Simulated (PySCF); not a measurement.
Y(Cl)3 cation (Cl3Y), SMILES [Cl][Y]([Cl])[Cl] (connectivity only; charge and spin as stated), charge +1, multiplicity 2.

Coordinates come from a r2SCAN-D4/def2-SVP optimisation. A frequency run showed that this geometry is not a minimum. The spin state was assumed, not searched. The isomer is the one that the SMILES or the coordinates give; other isomers of the formula were not compared. The def2 effective core potentials stand for the cores of Y; spin–orbit coupling is left out.

These are r2SCAN/def2-TZVPD (PySCF) values and carry that method's errors.

Gas-phase values at a fixed geometry.

| Quantity | Result |
|---|---|
| total energy | -1418.77781 hartree |
| point group | Cs |
| α spin, highest occupied and lowest empty level | -13.38 and -7.63 eV |
| β spin, highest occupied and lowest empty level | -13.06 and -12.78 eV |
| dipole moment about the centre of nuclear charge | 5.51 D |
| mean static polarisability | 110.9 bohr³ (16.44 Å³) |
| polarisability, principal values | 54.8, 125.9, 152.2 bohr³ |
| ⟨S²⟩ | 0.756 (pure state 0.75) |
